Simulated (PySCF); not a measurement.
# Ionisation energy of Pb⁸⁰⁺ by level of theory

Pb⁸⁰⁺ 1s2 (1S) → Pb⁸¹⁺ 1s1 (2S), as a difference of total energies. All numbers are calculated (PySCF 2.14, scalar relativity by spin-free X2C-1e, in an even-tempered Gaussian basis (16 s from 270 bohr⁻², ratio 2.2; 7 p from 400 bohr⁻², ratio 2.4; 4 d from 1200 bohr⁻², ratio 2.4; 3 f from 1800 bohr⁻², ratio 2.4; 3 g from 2700 bohr⁻², ratio 2.4)). Correlated levels: nothing frozen; virtual orbitals above 40 to 60 times the deepest correlated orbital energy dropped. The calculations carry no spin-orbit coupling.

```csv
method,ionisation energy (eV),difference from reference (eV)
UHF,99767.7,+275.9
LDA,99664.7,+172.9
PBE,99780.5,+288.7
PBE0,99777.5,+285.7
r2SCAN,99783.3,+291.5
r2SCAN0,99779.7,+287.9
B97-3,99783.6,+291.8
MP2 (all electrons),99769.9,+278.1
SCS-MP2 (all electrons),99770.4,+278.6
```

Reference: 99491.8 ± 0.3 eV (theoretical estimate listed by NIST; NIST Atomic Spectra Database, ionization energies).

For this ion Breit and QED terms and the two-electron picture change, all absent here, outweigh the differences among the correlated methods.
